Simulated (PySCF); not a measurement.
NICS in isomers of C7H14N2Si.

Definitions: NICS(0) = −σiso at the ring centroid; NICS(1) = −σiso and NICS(1)zz = −σzz at ±1 Å along the ring normal z. Level: GIAO PBE0/pcSseg-1 (PySCF, non-relativistic, gas phase) on the GFN2-xTB geometries, one conformer each. Atom numbers follow the mapped SMILES.

Question: Order these rings by mean NICS(1)zz, lowest (most negative) first (ppm).
A. ring N4–N5–C6–C8–C9 in `[CH3:1][CH2:2][CH2:3][n:4]1[n:5][c:6]([SiH3:7])[cH:8][c:9]1[CH3:10]`
B. ring C7–C8–C9–C10 in `[N:1]#[C:2][SiH2:3][CH2:4][NH:5][CH2:6][CH:7]1[CH2:8][CH2:9][CH2:10]1`
C. ring Si5–C7–C8–N9 in `[CH3:1][C:2]#[C:3][CH2:4][Si@@:5]1([NH2:6])[CH2:7][CH2:8][N:9]1[CH3:10]`
D. ring C2–C3–C4–N6–N10 in `[CH3:1][c:2]1[cH:3][c:4]([CH3:5])[n:6]([SiH:7]([CH3:8])[CH3:9])[n:10]1`
E. ring N2–C3–C4–C9–N10 in `[CH3:1][n:2]1[cH:3][c:4]([Si:5]([CH3:6])([CH3:7])[CH3:8])[cH:9][n:10]1`
F. ring C3–C4–N5–Si6–N7 in `[CH:1]#[C:2][C@@H:3]1[CH2:4][NH:5][SiH2:6][N:7]1[CH2:8][CH2:9][CH3:10]`
G. ring C4–C5–N6–C7–C8–Si9–C10 in `[H]/[N:1]=[CH:2]\[CH:3]=[C:4]1\[CH2:5][NH:6][CH2:7][CH2:8][SiH2:9][CH2:10]1`

Answer: E (-30.3), A (-28.7), D (-27.0), F (-2.1), C (0.0), G (2.0), B (4.8).

```csv
SMILES,ring,NICS(0),NICS(1),NICS(1)zz,HOMA,rms pucker (Å),ring atoms with four or more neighbours
Cn1cc([Si](C)(C)C)cn1,5-membered ring with 2 N; formal bonds all aromatic,-12.7,-12.0,-30.3,0.95,0.00,0
CCCn1nc([SiH3])cc1C,5-membered ring with 2 N; formal bonds all aromatic,-11.5,-11.3,-28.7,0.95,0.00,0
Cc1cc(C)n([SiH](C)C)n1,5-membered ring with 2 N; formal bonds all aromatic,-10.9,-11.1,-27.0,0.89,0.00,0
C#C[C@@H]1CN[SiH2]N1CCC,5-membered ring with 2 N and Si; formal bonds all single,-8.0,-3.0,-2.1,–,0.15,3
CC#CC[Si@@]1(N)CCN1C,4-membered ring with N and Si; formal bonds all single,-7.2,-2.3,0.0,–,0.02,3
[H]/N=C\C=C1\CNCC[SiH2]C1,7-membered ring with N and Si; formal bonds all single,-2.8,-2.7,2.0,–,0.31,5
N#C[SiH2]CNCC1CCC1,4-membered carbocycle; formal bonds all single,0.6,-0.2,4.8,–,0.08,4
```

NICS(0) gives the same order. The isotropic NICS(1) gives another order. HOMA uses Krygowski's 1993 parameters; it is left out where a ring has a four-coordinate atom, a triple bond, no multiple bond or a kind of bond without parameters. NICS(1) and NICS(1)zz are means over the two faces.
